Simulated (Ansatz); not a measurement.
BiIO⁻. Charge -1, multiplicity 2. Geometry B3LYP-D4/def2-TZVP, that of the neutral singlet; atoms count from 1.

| atom | x (Å) | y (Å) | z (Å) |
| --- | --- | --- | --- |
| Bi1 | 0.2761 | -0.1489 | -0.9504 |
| O2 | 1.2533 | -1.2062 | 0.2933 |
| I3 | -1.5294 | 1.3550 | 0.6571 |

In the def2 sets Bi, I take a core potential; there is no spin–orbit coupling. The structure comes from a short search, and lower isomers may exist.

(1) Estimate the Mulliken populations from the PBE0/def2-TZVPD orbitals of Ansatz.

(2) Where does the spin sit?

(3) And the Mayer bond orders between heavy atoms (over 0.3)?

## Answers

(1) 
| atom | charge (e) | spin (α − β) |
| --- | --- | --- |
| Bi1 | 0.30 | 0.81 |
| O2 | -0.80 | 0.19 |
| I3 | -0.50 | 0.00 |
Mulliken values depend strongly on the basis. With diffuse functions, as here, like atoms can get unlike values, and bond orders can come out too low or too high.

(2) Summed by element: Bi 0.81, O 0.19, I 0.00, of 1 unpaired in all. Largest on single atoms: Bi1 0.81, O2 0.19, I3 0.00.

(3) Bi1–O2 1.48 (1.90 Å); Bi1–I3 0.76 (2.85 Å).
